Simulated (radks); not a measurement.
Pd, configuration [Kr] 4d10. All-electron calculation, Dirac Kohn-Sham, PBE, spin-unpolarised, spherical densities, point nucleus. Program: a radial shooting solver on a logarithmic mesh with Libxc functionals. Some entries of the table are withheld. Estimate them.

orbital  occ.  eigenvalue (eV)  <r^2> (bohr^2)  r(max) (bohr)
1s1/2       2        -24152.72        0.001371            (1)
2s1/2       2        -3525.398         0.02250         0.1169
2p1/2       2        -3269.921         0.01685        0.09051
2p3/2       4        -3110.517         0.01818        0.09468
3s1/2       2        -635.5838          0.1645         0.3420
3p1/2       2        -534.7681          0.1603         0.3285
3p3/2       4        -506.9848          0.1696         0.3383
3d3/2       4        -328.5348             (2)            (3)
3d5/2       6        -322.9956             (4)            (5)
4s1/2       2         -85.2845           1.018         0.8517
4p1/2       2         -54.2242             (6)         0.8937
4p3/2       4         -49.7983             (7)         0.9188
4d3/2       4          -4.3162           3.156          1.092
4d5/2       6          -3.8814           3.328          1.105

Answer. 
(1) 1s1/2 r(max) (bohr): 0.02065
(2) 3d3/2 <r^2> (bohr^2): 0.1510
(3) 3d3/2 r(max) (bohr): 0.2807
(4) 3d5/2 <r^2> (bohr^2): 0.1538
(5) 3d5/2 r(max) (bohr): 0.2836
(6) 4p1/2 <r^2> (bohr^2): 1.201
(7) 4p3/2 <r^2> (bohr^2): 1.279
